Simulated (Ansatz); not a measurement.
`[BH2][AlH][OH]` + CH₃OH → `[BH2][AlH][O]C` + H₂O at 400 K and 1 bar (ligand exchange at the Al–O bond).

Computed with Ansatz on PBE0-D4/def2-TZVP structures; ΔE is electronic, products minus reactants. CCSD(T)/CBS adds triple-zeta CCSD(T) − MP2 to the extrapolated MP2 energy (def2 sets, frozen cores). This one scheme is used for every species. Each species was taken in one conformer, which may not be the lowest.

| species | CCSD(T)/CBS energy (Eh) | H − E (kJ/mol) | S (J/(mol·K)) |
| --- | --- | --- | --- |
| `[BH2][AlH][OH]` | -344.39123 | 130.4 | 325.1 |
| CH₃OH | -115.61712 | 151.2 | 252.6 |
| `[BH2][AlH][O]C` | -383.62766 | 211.5 | 377.5 |
| H₂O | -76.37941 | 69.8 | 198.6 |

H − E and S are ideal-gas, rigid-rotor, harmonic terms from PBE0-D4/def2-TZVP, for one conformer and one mirror image of each species. 1 Eh = 2625.50 kJ/mol, R = 8.31446 J/(mol·K).

Problem. By hand: ΔE, ΔH, ΔS and ΔG.

Solution. ΔE = (-383.62766) + (-76.37941) − (-344.39123) − (-115.61712) = 0.00128 Eh = 3.4 kJ/mol. Δ(H − E) = 211.5 + 69.8 − 130.4 − 151.2 = -0.3, so ΔH = 3.1 kJ/mol. ΔS = 377.5 + 198.6 − 325.1 − 252.6 = -1.6 J/(mol·K). ΔG = 3.1 − 400 × (-1.6)/1000 = 3.7 kJ/mol.

Problem. By hand: the equilibrium constant, and the temperature at which ΔG would vanish if ΔH and ΔS stayed fixed.

Solution. log₁₀ K = −ΔG/(RT ln 10) = -0.5. ΔH and −TΔS have one sign here, so there is no such temperature.

The number of gas molecules stays the same, so ΔS is small and ΔH decides. The sign of ΔG lies within the doubt. A doubt of 5 kJ/mol in ΔE shifts log₁₀ K by 0.7 here. Other conformers and mirror images would add mixing entropy, several J/(mol·K) or more a flexible species. These are equilibria of isolated gas molecules and say nothing of rates. Largest T1 diagnostic: 0.012 (customary marks: 0.02 for closed shells, 0.045 for open ones).

ΔS is within the doubt of such terms, so its sign, and with it that verdict, could turn.
